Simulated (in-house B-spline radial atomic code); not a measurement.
## Ionising Ge VIII (Ge7+) with different functionals

Computed with a B-spline radial code for spherical atoms: scalar-relativistic (spin-free X2C) Hamiltonian, Fermi nucleus of rms radius 4.0742 fm, spin-polarised at highest spin, spherical fractional occupations for the functionals, and exact exchange of hybrids averaged over the configuration. The ionisation energy is the difference of two self-consistent energies, [Ar] 3d7 → [Ar] 3d6, without Breit or QED terms; ε is the level of the shell that loses the electron (its least bound occupied spin orbital). There is no spin-orbit coupling in this Hamiltonian.

```csv
method,rung,ΔSCF (eV),-ε(3d) (eV)
PBE0,global hybrid,175.99,165.14
B3LYP,global hybrid,?,?
TPSSh,global hybrid,175.86,162.28
BHandHLYP,global hybrid,?,?
r2SCAN0,global hybrid,175.52,164.88
B97-1,global hybrid,176.06,164.46
HSE06,range-separated hybrid,175.93,164.65
wB97X,range-separated hybrid,175.74,166.95
CAM-B3LYP,range-separated hybrid,176.12,166.40
LC-wPBE,range-separated hybrid,176.19,166.55
```

(1) What does B3LYP give?

(2) What does BHandHLYP give?

(3) Among the functionals, which spreads more, the ΔSCF values or the orbital energies?

(4) How do they compare with the NIST value?

Answers

(1) ΔSCF 176.19 eV, and -ε(3d) = 164.40 eV.

(2) ΔSCF 175.68 eV, and -ε(3d) = 169.43 eV.

(3) The orbital energies: ΔSCF values span about 0.66 eV and the orbital energies 7.16 eV; here energy differences depend much less on the functional than eigenvalues do.

(4) NIST lists 176 eV ± 1.7 (tabulated theory, ground level to ground level). Errors run from -0.88 to -0.21 eV; all lie within about twice that uncertainty, so the table can't rank the methods.
